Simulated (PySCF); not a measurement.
Gas-phase reaction: 4 ZnH2 + C4H8 (isobutene) → 4 ZnCH3 + 2 H2

Computed with PySCF (xtb for GFN2) and rigid-rotor harmonic-oscillator thermochemistry at 1 bar. † marks an energy on the PBE0/def2-TZVP geometry and frequencies; other levels use their own. MP2 freezes the core. 6-31G* has spherical d functions here. Open shells (unrestricted): ZnCH3 (multiplicity 2); the rest are closed-shell singlets. GFN2 has no spin-polarisation term. B3LYP is the form with VWN-RPA correlation. Zn: all electrons, no relativistic terms. ZnH2, ZnCH3: computed as isolated molecules; such fragments, hydroxides, amides, oligomers or adducts are transient or little studied in the gas. MP2 isn't extrapolated to the basis-set limit; its ΔH°(298 K) is 276.7 kJ in def2-SVP and 255.9 kJ in def2-TZVPP. The harmonic model lacks anharmonicity and excited electronic states, which grow with temperature; levels with a mode under 35 cm⁻¹ are left out. Internal rotation in C4H8 (isobutene) is treated as a harmonic vibration of one conformer, which makes the entropy rough.

| level | ΔE electronic, kJ | ΔH°(298 K), kJ | ΔS°(298 K), J/K | ΔG°(1200 K), kJ |
|---|---|---|---|---|
| B3LYP/6-31G* | 137 | 162 | 172 | -40 |
| GFN2-xTB | 813 | 831 | 187 | 611 |
| HF/def2-TZVP† | 129 | 144 | 185 | -80 |
| M06-2X/def2-TZVP† | 152 | 168 | 185 | -56 |
| MP2/def2-TZVPP† | 240 | 256 | 185 | 32 |
| PBE/def2-SVP | 236 | 253 | 187 | 29 |
| PBE/def2-TZVP† | 213 | 229 | 185 | 4 |
| PBE0/def2-SVP† | 241 | 257 | 185 | 32 |
| PBE0/def2-TZVP | 218 | 234 | 185 | 9 |
| r2SCAN/def2-TZVP† | 223 | 238 | 185 | 14 |
| ωB97M-V/def2-TZVP† | 275 | 290 | 185 | 66 |
ΔH° is lowest at HF/def2-TZVP† and highest at GFN2-xTB. No reference value is set beside these.
